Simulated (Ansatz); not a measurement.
Cost and result for the atomization energy of C3H7B2F (`BB(F)/C=C/C`) (13 atoms, 12 bonds).

```csv
atom,x (Å),y (Å),z (Å)
B1,-0.942,1.298,2.486
B2,0.032,0.363,1.478
F3,1.106,-0.241,2.020
C4,-0.220,0.145,-0.032
C5,0.593,-0.612,-0.779
C6,0.442,-0.886,-2.230
H7,-0.755,2.472,2.645
H8,-1.884,0.838,3.069
H9,-1.075,0.609,-0.525
H10,1.449,-1.078,-0.292
H11,1.331,-0.556,-2.778
H12,-0.433,-0.389,-2.651
H13,0.356,-1.963,-2.411
```

Total charge 0; spin multiplicity 1. The structure was optimised at the PBE0-D4/def2-TZVP level. It is one conformer, not always the lowest. Program: Ansatz. All runs use 4 threads of an Arm Neoverse V1 on a shared host. Times are those of one run each, without the atoms' runs, and a repeat can differ threefold. Electronic energies, without spin–orbit coupling; frozen cores. CCSD(T)/CBS adds CCSD(T) − MP2 in def2-TZVPP to the MP2 limit, and its time is that of the two runs behind it. T1 = 0.012. B3LYP takes the VWN-RPA correlation (the form of Gaussian; ORCA's B3LYP/G).

CCSD(T)/CBS is a level of theory with its own doubt, some kJ/mol a heavy atom from the limit and from the frozen cores, so smaller differences don't rank the functionals.

```csv
level,functions,wall time
PBE-D4/def2-TZVPP (with forces),284,3.2 s
PBE0-D4/def2-TZVPP,284,3.6 s
B3LYP-D4/def2-TZVPP (with forces),284,6.5 s
r2SCAN-D4/def2-TZVPP (with forces),284,6.5 s
B2PLYP/def2-TZVPP,284,8 s
ωB97X-V/def2-TZVPP,284,10 s
ωB97M-V/def2-TZVPP (with forces),284,15 s
MP2/def2-QZVPP,552,39 s
CCSD(T)/def2-TZVPP,284,6 min
CCSD(T)/CBS(def2),–,6.7 min
```

(1) What atomization energy does each give, and how far from CCSD(T)/CBS? (An estimate is asked.)

Answers

(1) Ansatz gave: 
```tsv
level	atomization (kcal/mol)	difference from CCSD(T)/CBS	per bond
PBE-D4/def2-TZVPP (with forces)	1292.4	35.3	2.9
PBE0-D4/def2-TZVPP	1274.0	16.9	1.4
B3LYP-D4/def2-TZVPP (with forces)	1268.0	10.9	0.9
r2SCAN-D4/def2-TZVPP (with forces)	1272.0	14.9	1.2
B2PLYP/def2-TZVPP	1255.7	-1.4	-0.1
ωB97X-V/def2-TZVPP	1264.1	7.0	0.6
ωB97M-V/def2-TZVPP (with forces)	1267.4	10.3	0.9
MP2/def2-QZVPP	1270.3	13.2	1.1
CCSD(T)/def2-TZVPP	1231.3	-25.8	-2.2
CCSD(T)/CBS(def2)	1257.1	0.0	0.0
```

In def2-TZVPP, CCSD(T) changes the Hartree–Fock value by +256.4 kcal/mol (the triples alone add +16.2 kcal/mol) and MP2 by +280.2 kcal/mol; breaking electron pairs costs correlation energy, which Hartree–Fock lacks. The D4 term adds +8.3 kcal/mol with B3LYP and +4.4 kcal/mol with PBE0; it sums over pairs of atoms, weighted by their polarisabilities, and B3LYP, whose exchange is more repulsive, gets the larger term. From PBE to PBE0 (25 % exact exchange), in def2-TZVPP and without D4, the atomization energy moves by −17.6 kcal/mol: exact exchange takes away binding that semilocal exchange gives to molecules.
